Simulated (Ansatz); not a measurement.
**Relative stability**

Two relaxed structures of CH₂BrSi (charge +1), closed shell (PBE0-D4/def2-TZVP; forces vanish, vibrations not checked).

A:

```xyz
5
angstrom
Si -0.5292 0.6820 -0.9008
C 0.2257 0.1768 0.7397
Br 1.5157 -0.4712 -0.6504
H 0.7367 0.9032 1.3705
H -0.1494 -0.6860 1.2891
```

B:

| atom | x (Å) | y (Å) | z (Å) |
| --- | --- | --- | --- |
| Si1 | -0.6384 | 1.2343 | -0.3569 |
| C2 | 0.2563 | -0.1650 | 0.4133 |
| Br3 | 1.8271 | -0.6956 | -0.2958 |
| H4 | -1.4797 | 0.2474 | -1.1431 |
| H5 | 0.0348 | -0.6211 | 1.3824 |

Computed with Ansatz 0.2.0 (basis: def2-TZVPP); correlated methods freeze the cores. Filled d shells of the heavier atoms are correlated. The def2 sets are not built for correlating such inner shells, so the correlated values are less sure here. B3LYP uses VWN-RPA correlation.

(1) Which structure is lower at CCSD(T), and by how much? (An estimate is asked for; the value comes from the calculation.)

The T1 diagnostic stays at or below 0.024. The restricted Hartree–Fock reference is unstable towards an unrestricted one at one or more of these structures.

Results:

(1) By the calculation: A, by 205.7 kJ/mol (electronic energy, against the other). By their contacts, A is CH₂BrSi ([CH2]1[Si][Br]1), total charge +1 and B is CH₂BrSi ([SiH][CH][Br]), total charge +1.

All methods give the same order:

| method | E(B) − E(A) (kJ/mol) |
| --- | --- |
| PBE-D4 | 188.1 |
| r2SCAN-D4 | 191.2 |
| PBE0-D4 | 206.5 |
| B3LYP-D4 | 189.6 |
| wB97M-V | 216.6 |
| HF | 208.6 |
| MP2 | 226.6 |
| CCSD | 210.8 |
| CCSD(T) | 205.7 |

Labels in which every atom is bracketed show which atoms are joined, not bond orders.

For scale, one of the runs: CCSD(T)/def2-TZVPP, 149 basis functions, launched by `ansatz run in.yaml --threads 2 --pin off --events-out ev --progress --plain --max-ram 4352MiB`. Time: 27 s of wall clock on 2 CPU threads of an Arm Neoverse V1; the host was shared. Peak host memory: 0.91 GiB.
